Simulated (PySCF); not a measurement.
C₆H₅FNO (doublet state).
Structure used (GFN2-xTB), in Å, numbered top down from 1:
```
atom  x, y, z in Å
C1     2.1469    0.3030    0.4202
C2     0.9907   -0.4704   -0.1313
O3     1.0682   -1.3436   -0.9558
C4    -0.3519   -0.0689    0.4268
F5    -0.2721    0.6476    1.5919
C6    -1.5349   -0.9911    0.2140
C7    -1.4345    0.2651   -0.5139
C8    -1.9287    1.1797   -1.3566
N9    -2.3460    1.9813   -2.0890
H10    1.9838    1.3677    0.2614
H11    2.2122    0.1396    1.4952
H12    3.0670   -0.0136   -0.0622
H13   -2.2848   -1.0817    0.9904
H14   -1.3167   -1.9151   -0.3131
```

The hyperfine couplings belong to this conformer and change with its torsions.

Identity: `CC(=O)[C@]1(F)C[C]1C#N` [radical].

Method used: UKS B3LYP, pcH-1 on C F H N O, non-relativistic, mean-field spin-orbit, GIAO (PySCF 2.14.0). One conformer (not necessarily the lowest) at the GFN2-xTB geometry, without solvent, vibrations or thermal averaging. A GFN2-xTB geometry isn't a minimum of the functional, and hyperfine couplings can be far from their values at a DFT geometry. The SCF solution wasn't tested for stability.

(1) Give the principal g shifts and their parts.

(2) What effective moment and Curie constant follow for a powder?

(3) Average each term over the three axes. Which is largest in size?

(4) At 9.534 GHz, how far is the centre of the isotropic spectrum from where a free electron (g = 2.002319) resonates?

(5) In a frozen sample, at which fields do the three g values resonate at 9.5, 34, 94 and 263 GHz (hyperfine left aside), and which band first spreads them over more than twice a line width of 0.5 mT?

Answers

(1) 
| Δg (ppm) | 1 | 2 | 3 |
| --- | --- | --- | --- |
| relativistic mass correction | -184 | -184 | -184 |
| gauge correction | 5 | 42 | 26 |
| orbital Zeeman/spin–orbit | 200 | 1082 | 1646 |
| total | 20 | 940 | 1488 |

So g = 2.00234, 2.00326, 2.00381 and g_iso = 2.00314; the tensor is rhombic: the two nearest values differ by 37 % of g3 − g1. Axes: g2 points within 10° of the C6–C7 bond.

(2) With the mean of g² = 4.0126 and S(S+1) = 0.75: μ_eff = √(⟨g²⟩S(S+1)) = 1.735 μB and χT = 0.12505·⟨g²⟩·S(S+1) = 0.376 cm³ K/mol (cgs; spin-Hamiltonian part alone).

(3) The orbital-Zeeman/spin–orbit term 976, the mass correction -184 and the gauge correction 24 ppm, for a total of 816 ppm. The orbital-Zeeman/spin–orbit term is the largest in size. The mass correction is the same along every axis, so the anisotropy comes from the other two: their spans along these axes are 38 (gauge) and 1446 ppm (orbital Zeeman/spin–orbit).

(4) B = hν/(g μB) with μB/h = 13.99624 MHz/mT gives 340.20 mT for the free electron and 340.06 mT at g_iso, 0.14 mT lower.

(5) 
```tsv
band	GHz	B(g3) mT	B(g2) mT	B(g1) mT	spread mT
X	9.5	338.73	338.82	338.98	0.25
Q	34.0	1212.30	1212.64	1213.19	0.89
W	94.0	3351.66	3352.58	3354.12	2.46
J	263.0	9377.53	9380.09	9384.40	6.87
```

The spread grows in proportion to the frequency. W band is the first where it exceeds 1.0 mT.

The Mulliken spin populations are largest on C7 (+0.77), N9 (+0.42), C8 (-0.22) and C6 (-0.06). The angles at C7 add up to 359.9°, so it is planar.

The HOMO–LUMO gaps are 5.49 eV among the α and 3.83 eV among the β orbitals.

Time: 83 s wall (with the writing of density and orbital grids); peak memory 1.1 GiB. Hardware: one thread of an Arm Neoverse V1, no GPU, shared host with 32 logical CPUs at a one-minute load of 41.
